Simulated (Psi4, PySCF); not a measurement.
The Psi4 input:
```
memory 2 GB

molecule {
0 1
F    -0.95583512   -1.49040427   -0.73172632
Sn   -0.00000000   -0.00000000   -0.00000000
F    -1.14423492    1.53611205    0.03788529
F     0.56745998   -0.41770137    1.78153412
F     1.53261006    0.37199359   -1.08769309
}

set {
  basis sto-3g
  scf_type pk
  puream true
  d_convergence 1e-8
  dft_radial_points 99
  dft_spherical_points 590
}

energy('revpbe')
print_variables()
```

Task: Write the same job for PySCF.

Result: One answer among several that fit: 
```python
from pyscf import gto, scf, dft

mol = gto.Mole()
mol.atom = '''
    F    -0.95583512   -1.49040427   -0.73172632
    Sn   -0.00000000   -0.00000000   -0.00000000
    F    -1.14423492    1.53611205    0.03788529
    F     0.56745998   -0.41770137    1.78153412
    F     1.53261006    0.37199359   -1.08769309
'''
mol.basis = 'sto-3g'
mol.verbose = 4
mol.build()

mf = dft.RKS(mol)
mf.xc = 'revpbe'
mf.grids.atom_grid = (99, 590)
mf.grids.prune = None
mf.kernel()
```

Both were run: Psi4 gave -6358.446334 Eh and PySCF -6358.446378 Eh, 0.044 mEh apart.
